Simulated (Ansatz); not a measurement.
Gas-phase electronic energies from Ansatz, PBE0-D4/def2-TZVP geometries. CCSD(T)/CBS is the MP2 limit (def2-TZVPP, def2-QZVPP) plus CCSD(T) − MP2 in def2-TZVPP, frozen cores. DFT in def2-TZVPP. B3LYP here is the variant with VWN-RPA as its local correlation; programs differ in this. HSE06 is defined as in plane-wave codes. Each species was taken in one conformer, which may not be the lowest.

Consider the formal exchange of groups at the Si–H bond: `[SiH3]C=S` + `NC(N)=C=S` → `N[SiH2]C=S` + `NC=C=S`.

`[SiH3]C=S`:

```xyz
7

Si   -0.340   -0.257   -0.678
C     0.518    0.268    0.911
S     0.133    1.592    1.743
H    -1.394    0.723   -1.021
H    -0.919   -1.614   -0.480
H     0.677   -0.343   -1.761
H     1.326   -0.369    1.286
```

`NC(N)=C=S`:

```xyz
9

N     0.845   -0.399   -1.007
C     0.015   -0.004    0.053
N    -1.225    0.500   -0.368
C     0.365   -0.097    1.320
S     0.781   -0.207    2.823
H     1.773   -0.659   -0.706
H     0.424   -1.138   -1.559
H    -1.119    1.322   -0.952
H    -1.858    0.681    0.396
```

`N[SiH2]C=S`:

Z-matrix (Å, degrees):
```
Si
C 1 1.883
N 1 1.700 2 106.7
H 1 1.490 2 107.8 3 122.0
H 1 1.494 2 106.8 3 -124.0
S 2 1.612 1 123.7 3 6.1
H 2 1.094 1 117.9 3 -174.4
H 3 1.010 1 117.5 2 -11.8
H 3 1.004 1 124.2 2 -164.8
```

`NC=C=S`:

Cartesian coordinates in Å:
```
N 0.814 -0.625 -0.588
C 0.213 0.425 0.128
C -0.910 0.360 0.802
S -2.216 0.263 1.645
H 0.217 -1.437 -0.662
H 1.105 -0.337 -1.513
H 0.777 1.351 0.189
```

```
             level  ΔE (kJ/mol)  difference from CCSD(T)/CBS
       LDA (SPW92)        -88.1                         15.6
            PBE-D4        -90.3                         13.4
         revPBE-D4        -89.2                         14.5
           BLYP-D4        -95.2                          8.5
         r2SCAN-D4       -100.0                          3.7
            B97M-V       -101.8                          1.9
           PBE0-D4        -95.4                          8.3
          B3LYP-D4        -99.4                          4.3
        r2SCAN0-D4       -102.4                          1.3
          HSE06-D4        -95.2                          8.5
          BHLYP-D4       -104.5                         -0.8
      CAM-B3LYP-D4       -101.2                          2.5
           ωB97M-V       -103.0                          0.7
            B2PLYP       -101.4                          2.3
          PBE-QIDH       -100.7                          3.0
               PBE        -89.7                         14.0
            revPBE        -89.0                         14.7
              BLYP        -93.8                          9.9
            r2SCAN        -99.9                          3.8
              PBE0        -94.9                          8.8
             B3LYP        -98.2                          5.5
           r2SCANh       -101.0                          2.7
           r2SCAN0       -102.3                          1.4
             BHLYP       -103.1                          0.6
           LC-ωPBE       -100.0                          3.7
RPA@PBE/def2-TZVPP        -94.2                          9.5
       HF/def2-SVP        -86.8                         16.9
      MP2/def2-SVP        -83.7                         20.0
     CCSD/def2-SVP        -80.1                         23.6
  CCSD(T)/def2-SVP        -78.2                         25.5
     HF/def2-TZVPP       -103.4                          0.3
    MP2/def2-TZVPP       -105.3                         -1.6
SCS-MP2/def2-TZVPP       -102.9                          0.8
   CCSD/def2-TZVPP       -101.7                          2.0
CCSD(T)/def2-TZVPP       -100.3                          3.4
     HF/def2-QZVPP       -104.1                         -0.4
    MP2/def2-QZVPP       -107.5                         -3.8
SCS-MP2/def2-QZVPP       -105.3                         -1.6
      HF/CBS(def2)       -104.2                         -0.5
     MP2/CBS(def2)       -108.7                         -5.0
       CCSD(T)/CBS       -103.7                            0
```

Question: What do rigid-rotor, harmonic-oscillator terms from PBE0-D4/def2-TZVP frequencies (298.15 K, 1 bar) make of the CCSD(T)/CBS value? (Best estimate.)

Answer: Computed: ΔZPE = +1.2 kJ/mol, ΔH = -101.1 kJ/mol, ΔS = 13 J/(mol·K), ΔG = -105.0 kJ/mol.

Largest T1 diagnostic among the species: 0.017.

At CCSD(T), def2-SVP lies +25.5 kJ/mol from the extrapolated value and def2-TZVPP +3.4 kJ/mol. From BLYP to BHLYP (50 % exact exchange), in def2-TZVPP and without D4, ΔE moves by −9.3 kJ/mol. Leaving LDA and LC-ωPBE aside and taking each functional with its dispersion term where it has one, the values spread over 15.3 kJ/mol, from BHLYP-D4 to revPBE-D4.
